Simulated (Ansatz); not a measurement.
`[SiH3]N([SiH3])[SiH2]Cl` + `N=CO` → `O/C=N/[SiH2]Cl` + `[SiH3]N[SiH3]`  (ligand exchange at the Si–N bond)

Computed with Ansatz on PBE0-D4/def2-TZVP structures; ΔE is electronic, products minus reactants. CCSD(T)/CBS adds triple-zeta CCSD(T) − MP2 to the extrapolated MP2 energy (def2 sets, frozen cores). This one scheme is used for every species. Functionals use def2-TZVPP. B3LYP here is the variant with VWN-RPA as its local correlation; programs differ in this. Each species was taken in one conformer, which may not be the lowest.

(1) Is it downhill or uphill in electronic energy at CCSD(T)/CBS, and by how much? (An estimate is asked.)

(2) What do these levels give: PBE-D4, PBE0-D4, B3LYP-D4, B2PLYP, PBE, HF/def2-TZVPP, SCS-MP2/def2-TZVPP, CCSD(T)/def2-TZVPP, HF/def2-QZVPP, MP2/def2-QZVPP, SCS-MP2/def2-QZVPP, HF/CBS(def2)? (An estimate is asked.)

Largest T1 diagnostic among the species: 0.014.

## Answers

(1) Ansatz gave: Uphill: ΔE = +10.5 kJ/mol.

(2) The calculation gave: PBE-D4 6.2, PBE0-D4 7.3, B3LYP-D4 6.1, B2PLYP 0.8, PBE -0.7, HF/def2-TZVPP -4.0, SCS-MP2/def2-TZVPP 8.7, CCSD(T)/def2-TZVPP 11.2, HF/def2-QZVPP -3.3, MP2/def2-QZVPP 9.8, SCS-MP2/def2-QZVPP 8.4, HF/CBS(def2) -3.2 kJ/mol.

The D4 term adds +11.1 kJ/mol with B3LYP and +6.3 kJ/mol with PBE0; it sums over pairs of atoms, weighted by their polarisabilities, and B3LYP, whose exchange is more repulsive, gets the larger term. In def2-TZVPP, CCSD(T) changes the Hartree–Fock value by +15.2 kJ/mol (the triples alone add +1.5 kJ/mol) and MP2 by +14.0 kJ/mol.
